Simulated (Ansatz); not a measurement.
`C[NH][SnH][F]` radical, 9 atoms. The species carries charge 0 and has multiplicity 2. Correlated methods include outer-core shells of Sn, which these sets cover unevenly. Sn: def2 effective core potential. All runs use 4 threads of an AMD EPYC 9R45 on a shared host. Correlated methods freeze the cores. Open-shell runs search over several starts.

How many basis functions does each run have, and how long does it take in Ansatz? UKS PBE0-D4/def2-SVP energy; UKS PBE0-D4/def2-QZVPP energy; UKS PBE0-D4/def2-TZVP relaxation (9 steps); UHF-CCSD(T)/def2-TZVPP energy; UKS ωB97M-V/def2-SVP energy; UKS PBE0-D4/def2-TZVP frequencies; direct RPA on PBE orbitals/def2-TZVPP energy; UKS ωB97M-V/def2-QZVPP energy; UKS r2SCANh-D4/def2-TZVPP energy; UKS HSE06 (plane-wave form)-D4/def2-TZVPP energy; UHF-MP2/def2-QZVPP energy; UKS r2SCAN0-D4/def2-TZVPP energy. (Estimate.)

Ansatz gave: Other jobs shared the machine, so times are rough.

```tsv
level	job	functions	wall time	peak host memory (GiB)
UKS PBE0-D4/def2-SVP	energy	93	0.65 s	0.41
UKS HSE06 (plane-wave form)-D4/def2-TZVPP	energy	213	1.6 s	0.65
UKS r2SCAN0-D4/def2-TZVPP	energy	213	2.1 s	0.67
UKS ωB97M-V/def2-SVP	energy	93	2.2 s	0.46
UKS r2SCANh-D4/def2-TZVPP	energy	213	2.3 s	0.66
direct RPA on PBE orbitals/def2-TZVPP	energy	213	2.8 s	0.66
UKS PBE0-D4/def2-QZVPP	energy	403	4 s	1.5
UHF-MP2/def2-QZVPP	energy	403	7.5 s	2.1
UKS ωB97M-V/def2-QZVPP	energy	403	8.5 s	2
UKS PBE0-D4/def2-TZVP	relaxation (9 steps)	173	12 s	0.5
UKS PBE0-D4/def2-TZVP	frequencies	173	43 s	0.49
UHF-CCSD(T)/def2-TZVPP	energy	213	4.1 min	4.8
```
